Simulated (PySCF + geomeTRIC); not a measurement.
Species: CH3O2Si, SMILES `O=[C][SiH2]O` (O–C–Si–O torsion 145°, C–Si–O–H torsion 45°) (charge 0, multiplicity 2).

Problem. Give a relaxed geometry from PBE0-D4/def2-TZVP (PySCF + geomeTRIC).

Solution. One answer among several that fit: the end point of this relaxation, one of several conformers (outside a Z-matrix the atoms follow the SMILES, hydrogens last).
Bond lengths (Å): O1–C2 1.169, C2–Si3 1.911, Si3–O4 1.637, Si3–H5 1.482, Si3–H6 1.485, O4–H7 0.959. Bond angles (°): O1–C2–Si3 140.2, C2–Si3–O4 105.4, C2–Si3–H5 118.1, C2–Si3–H6 101.4, O4–Si3–H5 105.3, O4–Si3–H6 114.2, H5–Si3–H6 112.5, Si3–O4–H7 117.2.
